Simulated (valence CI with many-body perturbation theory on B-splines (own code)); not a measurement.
## Questions on Sm48+

Method: configuration interaction combined with many-body perturbation theory (CI+MBPT): four valence electrons over a frozen Dirac-Fock core [Ne], a basis of 11 s, 11 p, 10 d, 8 f, 5 g, 2 h functions for each j, with the one-electron correlation potential Σ1, the two-electron term Σ2, the three-electron term Σ3, Breit, model QED; selected CI, second order for the rest, scaled by the run's own slope (own B-spline code, finite nucleus).

The last digits are not significant, and no measured levels were compared; by estimate large intervals hold to a few tenths of a per cent, small ones and those within an open d or f shell to about a per cent. Among the levels kept, up to 590 cm⁻¹ of a level comes from second order outside the variational space, and about a tenth of that is noise between levels of different J, which matters for small intervals.

Levels are named by their leading jj configuration (3d3/2^4 stands for four electrons in 3d with j = 3/2), which in mixed levels can hold well under half, so a name can repeat and another be missing.

Rates and lifetimes use the calculated energies. Strong lines usually hold to 10 to 20 %, long lifetimes can be off by a factor of two.

Task: What is the ground level?

Result: (3s^2 3p1/2^2) J=0, composition 70 % 3s2 3p2 3P + 29 % 3s2 3p2 1S.

Task: How well does LS coupling describe the low levels?

Result: Among the lowest 20 levels the leading LS term, summed over configurations, holds 58 % on average. For single configurations the figures are 56 % in LS and 92 % in jj coupling. Terms mix most in the J = 2 level at 457.44 eV, where the leading one holds 28 %.

Task: What is the ionisation energy?

Result: 4228.4 eV; NIST lists 4227 ± 4 eV (theoretical).

Task: Name the longest-lived excited levels whose lifetime is computed, and their main decay.

Result: (3s^2 3p1/2 3p3/2) J=2 at 153.97 eV lives 6.25 μs, mostly by E2 to (3s^2 3p1/2^2) J=0; (3s^2 3p3/2 3d5/2) J=4 at 514.25 eV lives 57.3 ns, mostly by M1 to (3s^2 3p1/2 3d5/2) J=3; (3s^2 3p1/2 3p3/2) J=1 at 146.35 eV lives 48.4 ns, mostly by M1 to (3s^2 3p1/2^2) J=0.

Task: Where does the other parity begin?

Result: At (3s 3p1/2^2 3p3/2) J=2, 273.28 eV.
